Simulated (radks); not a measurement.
Values are calculated unless marked as measured or tabulated.
All-electron atom: Mo II in [Kr] 4d5 (the NIST ground configuration). Code: a radial shooting solver on a logarithmic mesh with Libxc functionals. Model: non-relativistic Kohn-Sham, exchange-only B88, spin-polarised, spherical densities, point nucleus; open shells are filled with parallel spins first (spin-orbit coupling, left out, can overturn this in heavy ions); relativity is left out, which matters for an element this heavy.

Local quantities along the radius. ELF = 1/(1 + alpha^2) is the electron localisation function; alpha = (tau - tau_W)/tau_unif compares the Pauli kinetic energy density with that of the uniform gas (summed over spins); r v_xc is r times the local exchange-correlation potential of spin up (hartree bohr).

r (bohr)    ELF    alpha    r v_xc
0.001198  1.000  0.01808  -0.08141
0.001372  1.000  0.01844  -0.08738
0.001584  1.000  0.01889  -0.09458
0.001815  1.000  0.01939   -0.1023
0.00208   1.000  0.01997   -0.1110
0.002383  1.000  0.02067   -0.1208
0.002752  1.000  0.02155   -0.1326
0.003153  0.999  0.02255   -0.1450
0.003612  0.999  0.02376   -0.1589
0.004138  0.999  0.02522   -0.1744
0.004779  0.999  0.02712   -0.1926
0.005475  0.999  0.02936   -0.2115
0.006273  0.999  0.03216   -0.2323
0.007245  0.999  0.03593   -0.2562
0.0083    0.998  0.04053   -0.2805
0.009509  0.998  0.04654   -0.3064
0.01089   0.997  0.05453   -0.3336
0.01258   0.996  0.06612   -0.3633
0.01441   0.993  0.08146   -0.3918
0.01651   0.989   0.1033   -0.4199
0.01892   0.982   0.1352   -0.4469
0.02185   0.966   0.1865   -0.4732
0.02503   0.936   0.2616   -0.4948
0.02868   0.875   0.3778   -0.5126
0.03286   0.764   0.5551   -0.5264
0.03795   0.594   0.8274   -0.5371
0.04348   0.433    1.145   -0.5454
0.04981   0.331    1.422   -0.5553
0.05753   0.308    1.500   -0.5763
0.06591   0.364    1.321   -0.6186
0.07551   0.484    1.032   -0.6834
0.08651   0.622   0.7795   -0.7543
0.09991   0.726   0.6141   -0.8188
0.1145    0.765   0.5544   -0.8615
0.1311    0.742   0.5897   -0.8827
0.1502    0.641   0.7480   -0.8828
0.1735    0.457    1.089   -0.8671
0.1988    0.317    1.468   -0.8526
0.2278    0.298    1.536   -0.8697
0.263     0.418    1.180   -0.9574
0.3013    0.598   0.8205    -1.063
0.3452    0.727   0.6132    -1.137
0.3955    0.777   0.5360    -1.162
0.4568    0.754   0.5713    -1.131
0.5233    0.633   0.7616    -1.054
0.5996    0.390    1.251   -0.9543
0.6869    0.201    1.992   -0.8652
0.7933    0.210    1.937   -0.8435
0.9089    0.435    1.139   -0.9653
1.041     0.689   0.6715    -1.072
1.193     0.778   0.5338    -1.114
1.378     0.764   0.5551    -1.107
1.579     0.691   0.6684    -1.066
1.808     0.576   0.8588    -1.003
2.089     0.437    1.136   -0.9223
2.393     0.320    1.459   -0.8393
2.741     0.225    1.858   -0.7513
3.141     0.147    2.407   -0.6584
3.627     0.082    3.341   -0.5581
4.156     0.040    4.912   -0.4678
4.761     0.016    7.911   -0.3880
5.455     0.005    14.16   -0.3206
6.3       0.001    29.88   -0.2608
7.217     0.000    69.68   -0.2126

On this mesh the ELF has minima near r = 0.058, 0.23, 0.69 bohr, which separate the shells, and maxima near 0.11 (0.76), 0.40 (0.78), 1.2 (0.78).
